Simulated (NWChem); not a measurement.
System: Cl2 anion, doublet

NWChem printed, in part:

```
             Northwest Computational Chemistry Package (NWChem) 7.3.0
             --------------------------------------------------------

                             Geometry "geometry" -> ""
                             -------------------------

 Output coordinates in angstroms (scale by  1.889725989 to convert to a.u.)

  No.       Tag          Charge          X              Y              Z
 ---- ---------------- ---------- -------------- -------------- --------------
    1 Cl                  17.0000     0.00000000     0.00000000    -1.36030200
    2 Cl                  17.0000     0.00000000     0.00000000     1.36030200

 Effective nuclear repulsion energy (a.u.)      56.2126002023

  xc_inp: hfexch multiplicative factor not found.
                              NWChem Property Module
                              ----------------------

  itol2e modified to match energy
  convergence criterion.

                                 NWChem DFT Module
                                 -----------------

 Summary of "ao basis" -> "ao basis" (spherical)
 ------------------------------------------------------------------------------
       Tag                 Description            Shells   Functions and Types
 ---------------- ------------------------------  ------  ---------------------
 Cl                          6-31g*                  8       18   4s3p1d

  itol2e modified to match energy
  convergence criterion.

            General Information
            -------------------
          SCF calculation type: DFT
          Wavefunction type:  spin polarized.
          No. of atoms     :     2
          No. of electrons :    35
           Alpha electrons :    18
            Beta electrons :    17
          Charge           :    -1
          Spin multiplicity:     2
          Use of symmetry is: off; symmetry adaption is: off
          Maximum number of iterations: 150
          AO basis - number of functions:    36
                     number of shells:    16
          Convergence on energy requested:  1.00D-07
          Convergence on density requested:  1.00D-05
          Convergence on gradient requested:  5.00D-04

              XC Information
              --------------
                     Hartree-Fock (Exact) Exchange  1.000

      Superposition of Atomic Density Guess
      -------------------------------------

 Sum of atomic energies:        -918.90116543

 Renormalizing density from      34.00 to     35

      Non-variational initial energy
      ------------------------------

 Total energy =    -934.889373
 1-e energy   =   -1422.842057
 2-e energy   =     431.740084
 HOMO         =       0.064470
 LUMO         =       0.812326

   convergence    iter        energy       DeltaE   RMS-Dens  Diis-err
 ---------------- ----- ----------------- --------- --------- ---------
 d= 0,ls=0.0,diis     1   -918.8926451812 -9.75D+02  1.76D-02  2.70D-01
                                                     1.34D-02  2.24D-01
 d= 0,ls=0.0,diis     2   -918.9900866056 -9.74D-02  2.73D-03  7.94D-03
                                                     3.59D-03  1.49D-02
 d= 0,ls=0.0,diis     3   -918.9969034517 -6.82D-03  8.79D-04  3.54D-04
                                                     6.62D-04  3.22D-04
 d= 0,ls=0.0,diis     4   -918.9972792330 -3.76D-04  2.92D-04  2.08D-05
                                                     2.68D-04  3.65D-05
 d= 0,ls=0.0,diis     5   -918.9973158419 -3.66D-05  6.26D-05  1.72D-06
                                                     6.56D-05  1.78D-06
  Resetting Diis
 d= 0,ls=0.0,diis     6   -918.9973181662 -2.32D-06  3.56D-05  2.30D-07
                                                     3.66D-05  2.86D-07
 d= 0,ls=0.0,diis     7   -918.9973186014 -4.35D-07  3.09D-06  6.61D-09
                                                     1.56D-06  2.05D-09
 d= 0,ls=0.0,diis     8   -918.9973186066 -5.24D-09  2.27D-06  1.24D-09
                                                     1.39D-06  5.71D-10

         Total DFT energy =     -918.997318606599
      One electron energy =    -1391.786508761377
           Coulomb energy =      471.880569964660
    Exchange-Corr. energy =      -55.303980012231
 Nuclear repulsion energy =       56.212600202349

 Numeric. integr. density =        0.000000000000

                    DFT Final Alpha Molecular Orbital Analysis
                    ------------------------------------------

 Vector   16  Occ=1.000000D+00  E=-2.143537D-01
              MO Center= -1.2D-15,  1.4D-15, -2.3D-12, r^2= 3.1D+00
   Bfn.  Coefficient  Atom+Function         Bfn.  Coefficient  Atom+Function
  ----- ------------  ---------------      ----- ------------  ---------------
     7      0.431333  1 Cl px                25     -0.431333  2 Cl px
     8     -0.270725  1 Cl py                26      0.270725  2 Cl py
    11      0.269102  1 Cl px                29     -0.269102  2 Cl px
    12     -0.168901  1 Cl py                30      0.168901  2 Cl py
     3     -0.167727  1 Cl px                21      0.167727  2 Cl px

 Vector   17  Occ=1.000000D+00  E=-2.143537D-01
              MO Center= -1.0D-14, -1.4D-14, -2.3D-12, r^2= 3.1D+00
   Bfn.  Coefficient  Atom+Function         Bfn.  Coefficient  Atom+Function
  ----- ------------  ---------------      ----- ------------  ---------------
     8      0.431333  1 Cl py                26     -0.431333  2 Cl py
     7      0.270725  1 Cl px                25     -0.270725  2 Cl px
    12      0.269102  1 Cl py                30     -0.269102  2 Cl py
    11      0.168901  1 Cl px                29     -0.168901  2 Cl px
     4     -0.167727  1 Cl py                22      0.167727  2 Cl py

 Vector   18  Occ=1.000000D+00  E=-2.033639D-01
              MO Center=  3.7D-15,  9.2D-15, -6.7D-13, r^2= 3.2D+00
   Bfn.  Coefficient  Atom+Function         Bfn.  Coefficient  Atom+Function
  ----- ------------  ---------------      ----- ------------  ---------------
     9      0.547384  1 Cl pz                27      0.547384  2 Cl pz
    13      0.357851  1 Cl pz                31      0.357851  2 Cl pz
     5     -0.209939  1 Cl pz                23     -0.209939  2 Cl pz
     6      0.083007  1 Cl s                 24     -0.083007  2 Cl s
    10      0.036345  1 Cl s                 28     -0.036345  2 Cl s

 Vector   19  Occ=0.000000D+00  E= 7.236164D-01
              MO Center=  5.0D-13,  3.9D-13,  3.8D-12, r^2= 4.7D+00
   Bfn.  Coefficient  Atom+Function         Bfn.  Coefficient  Atom+Function
  ----- ------------  ---------------      ----- ------------  ---------------
     6      1.151843  1 Cl s                 24      1.151843  2 Cl s
    10     -1.145544  1 Cl s                 28     -1.145544  2 Cl s
    13      0.164725  1 Cl pz                31     -0.164725  2 Cl pz
     2     -0.109509  1 Cl s                 20     -0.109509  2 Cl s
     9     -0.093906  1 Cl pz                27      0.093906  2 Cl pz

 Vector   20  Occ=0.000000D+00  E= 7.636917D-01
              MO Center=  2.7D-14, -4.1D-15, -3.5D-12, r^2= 6.6D+00
   Bfn.  Coefficient  Atom+Function         Bfn.  Coefficient  Atom+Function
  ----- ------------  ---------------      ----- ------------  ---------------
     6      0.791475  1 Cl s                 24     -0.791475  2 Cl s
    10     -0.730123  1 Cl s                 28      0.730123  2 Cl s
    13      0.717271  1 Cl pz                31      0.717271  2 Cl pz
     9     -0.599812  1 Cl pz                27     -0.599812  2 Cl pz
     5      0.154429  1 Cl pz                23      0.154429  2 Cl pz

 Vector   21  Occ=0.000000D+00  E= 8.195459D-01
              MO Center= -1.6D-14,  2.2D-14,  3.8D-13, r^2= 4.1D+00
   Bfn.  Coefficient  Atom+Function         Bfn.  Coefficient  Atom+Function
  ----- ------------  ---------------      ----- ------------  ---------------
     8      0.631448  1 Cl py                26      0.631448  2 Cl py
    12     -0.606605  1 Cl py                30     -0.606605  2 Cl py
     7     -0.528344  1 Cl px                25     -0.528344  2 Cl px
    11      0.507558  1 Cl px                29      0.507558  2 Cl px
     4     -0.165867  1 Cl py                22     -0.165867  2 Cl py

                     DFT Final Beta Molecular Orbital Analysis
                     -----------------------------------------

 Vector   15  Occ=1.000000D+00  E=-1.978422D-01
              MO Center=  2.7D-17,  1.5D-14, -1.5D-12, r^2= 3.2D+00
   Bfn.  Coefficient  Atom+Function         Bfn.  Coefficient  Atom+Function
  ----- ------------  ---------------      ----- ------------  ---------------
     7      0.437486  1 Cl px                25     -0.437486  2 Cl px
    11      0.287647  1 Cl px                29     -0.287647  2 Cl px
     8     -0.241223  1 Cl py                26      0.241223  2 Cl py
     3     -0.171160  1 Cl px                21      0.171160  2 Cl px
    12     -0.158604  1 Cl py                30      0.158604  2 Cl py

 Vector   16  Occ=1.000000D+00  E=-1.978422D-01
              MO Center= -3.4D-15, -5.0D-15, -2.2D-12, r^2= 3.2D+00
   Bfn.  Coefficient  Atom+Function         Bfn.  Coefficient  Atom+Function
  ----- ------------  ---------------      ----- ------------  ---------------
     8      0.437486  1 Cl py                26     -0.437486  2 Cl py
    12      0.287647  1 Cl py                30     -0.287647  2 Cl py
     7      0.241223  1 Cl px                25     -0.241223  2 Cl px
     4     -0.171160  1 Cl py                22      0.171160  2 Cl py
    11      0.158604  1 Cl px                29     -0.158604  2 Cl px

 Vector   17  Occ=1.000000D+00  E=-1.578793D-01
              MO Center=  4.8D-15,  3.9D-15,  1.1D-13, r^2= 3.0D+00
   Bfn.  Coefficient  Atom+Function         Bfn.  Coefficient  Atom+Function
  ----- ------------  ---------------      ----- ------------  ---------------
     9      0.414058  1 Cl pz                27     -0.414058  2 Cl pz
    13      0.318815  1 Cl pz                31     -0.318815  2 Cl pz
     5     -0.171425  1 Cl pz                23      0.171425  2 Cl pz
     6     -0.077800  1 Cl s                 24     -0.077800  2 Cl s

 Vector   18  Occ=0.000000D+00  E= 1.913843D-01
              MO Center=  2.8D-15,  2.9D-15, -1.0D-13, r^2= 3.6D+00
   Bfn.  Coefficient  Atom+Function         Bfn.  Coefficient  Atom+Function
  ----- ------------  ---------------      ----- ------------  ---------------
    13      0.501940  1 Cl pz                31      0.501940  2 Cl pz
     9      0.444824  1 Cl pz                27      0.444824  2 Cl pz
     5     -0.184546  1 Cl pz                23     -0.184546  2 Cl pz
     6      0.109550  1 Cl s                 24     -0.109550  2 Cl s
    10      0.079813  1 Cl s                 28     -0.079813  2 Cl s

 Vector   19  Occ=0.000000D+00  E= 7.350145D-01
              MO Center=  8.8D-14, -4.2D-15,  2.5D-12, r^2= 4.9D+00
   Bfn.  Coefficient  Atom+Function         Bfn.  Coefficient  Atom+Function
  ----- ------------  ---------------      ----- ------------  ---------------
     6      1.151679  1 Cl s                 24      1.151679  2 Cl s
    10     -1.142851  1 Cl s                 28     -1.142851  2 Cl s
    13      0.195783  1 Cl pz                31     -0.195783  2 Cl pz
     2     -0.111041  1 Cl s                 20     -0.111041  2 Cl s
     9     -0.098018  1 Cl pz                27      0.098018  2 Cl pz

 Vector   20  Occ=0.000000D+00  E= 7.954122D-01
              MO Center=  4.7D-14,  3.6D-14, -2.3D-12, r^2= 6.0D+00
   Bfn.  Coefficient  Atom+Function         Bfn.  Coefficient  Atom+Function
  ----- ------------  ---------------      ----- ------------  ---------------
     6      0.880786  1 Cl s                 10     -0.876426  1 Cl s
    24     -0.880786  2 Cl s                 28      0.876426  2 Cl s
     9     -0.583073  1 Cl pz                27     -0.583073  2 Cl pz
    13      0.563570  1 Cl pz                31      0.563570  2 Cl pz
     5      0.158411  1 Cl pz                23      0.158411  2 Cl pz

   alpha - beta orbital overlaps
   -----------------------------

   alpha      1      2      3      4      5      6      7      8      9     10
    beta      1      2      4      3      9     10      6      5      8      7
 overlap   1.000  1.000  1.000  1.000  1.000  1.000  0.999  0.999  0.995  0.995

   alpha     11     12     13     14     15     16     17     18     19     20
    beta     11     12     17     13     14     15     16     18     19     20
 overlap   0.999  0.998  0.994  0.871  0.871  0.998  0.998  0.992  0.999  0.991

   alpha     21     22     23     24     25     26     27     28     29     30
    beta     21     22     23     24     25     26     31     33     32     34
 overlap   0.783  0.783  0.998  0.998  0.995  0.991  0.999  1.000  1.000  0.876

[...]

          ----------------------
          Hyperfine Interactions
          ----------------------

 Total Spin Density (Fermi Contact Term)
 ------------------ --------------------
     Atom            x         y         z       Density (a.u.)      Aiso(MHz)     Aiso(Gauss)
     1  35-Cl     0.00000   0.00000  -2.57060       0.333597        146.270054      52.192704
     2  35-Cl     0.00000   0.00000   2.57060       0.333597        146.270054      52.192704

           -------------------------------------------
           Anisotropic Interaction (Spin-Dipolar Term)
           -------------------------------------------

 ------------------------------------------------------------
     Atom            x         y         z
 ------------------------------------------------------------
     1  35-Cl     0.00000   0.00000  -2.57060

   Spin-Dipolar term (a.u.)
        xx             yy             zz             xy             xz             yz
 ------------------------------------------------------------------------------------------
      -1.696157      -1.696157       3.392314       0.000000      -0.000000      -0.000000

   Principal Comp. of -hf- tensor (au)            Anisotropic -hfcc- (MHz)               Anisotropic -hfcc- (Gauss)
 --------------------------------------------------------------------------------------------------------------------------
     -1.696157    -1.696157     3.392314     -88.772829   -88.772829   177.545658     -31.676299   -31.676299    63.352599

   Orientation of the principal axis of Hyperfine Tensor w.r.t absolute (molecular) frame
 --------------------------------------------------------------------------------------------------------------------------
      1.000000     0.000000    -0.000000
      0.000000     1.000000    -0.000000
     -0.000000    -0.000000     1.000000

 ------------------------------------------------------------
     Atom            x         y         z
 ------------------------------------------------------------
     2  35-Cl     0.00000   0.00000   2.57060

   Spin-Dipolar term (a.u.)
        xx             yy             zz             xy             xz             yz
 ------------------------------------------------------------------------------------------
      -1.696157      -1.696157       3.392314       0.000000      -0.000000      -0.000000

   Principal Comp. of -hf- tensor (au)            Anisotropic -hfcc- (MHz)               Anisotropic -hfcc- (Gauss)
 --------------------------------------------------------------------------------------------------------------------------
     -1.696157    -1.696157     3.392314     -88.772829   -88.772829   177.545658     -31.676299   -31.676299    63.352599

   Orientation of the principal axis of Hyperfine Tensor w.r.t absolute (molecular) frame
 --------------------------------------------------------------------------------------------------------------------------
      1.000000     0.000000    -0.000000
      0.000000     1.000000    -0.000000
     -0.000000    -0.000000     1.000000
```

Level: UHF/6-31G* (spherical d), contact and dipolar terms. Sets without diffuse functions describe the anion's extra electron poorly. All runs use the structure optimised with B3LYP/def2-SVPD, spin-unrestricted. No stability test was run on the SCF state.

Task: Write an input that gives this output.

Result: Several could match; the one computed here: the input that was run:
```
start job
memory heap 200 mb stack 700 mb global 900 mb
charge -1
geometry units angstroms noautosym nocenter noautoz
  Cl     0.000000     0.000000    -1.360302
  Cl     0.000000     0.000000     1.360302
end
basis spherical
  Cl library 6-31g*
end
dft
  odft
  mult 2
  xc hfexch
  iterations 150
end
property
  hyperfine
end
task dft property
```
